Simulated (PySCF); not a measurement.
C6H6O, SMILES C#C[C@H]1COC1=C. Geometry: ωB97X-D3(BJ)/def2-SVP. The structure was generated by enumeration; whether it is a known compound was not checked.

Method: ωB97X-D3(BJ)/def2-SVP (PySCF).

Harmonic wavenumbers (cm⁻¹): 102, 137, 218, 350, 429, 518, 610, 714, 729, 731, 745, 832, 850, 925, 967, 1061, 1087, 1112, 1175, 1208, 1242, 1334, 1397, 1405, 1509, 1823, 2277, 3100, 3119, 3175, 3198, 3307, 3485. Rotational constants (GHz): 4.650, 2.242, 1.641; symmetry number 1.

Q: Work out the zero-point energy and the ideal-gas rigid-rotor harmonic-oscillator thermochemistry at 298.15 K and 1 atm.

A: ZPE = ½ Σ hcν = ½ × 44871 cm⁻¹ = 64.15 kcal/mol. H − E(el) = 68.86 kcal/mol. Entropy in cal/(mol K): translation 39.54, rotation 27.33, vibration 13.37, total 80.24. G − E(el) = 44.93 kcal/mol. Cp = 25.90 cal/(mol K). Modes under 150 cm⁻¹ make the vibrational entropy uncertain.
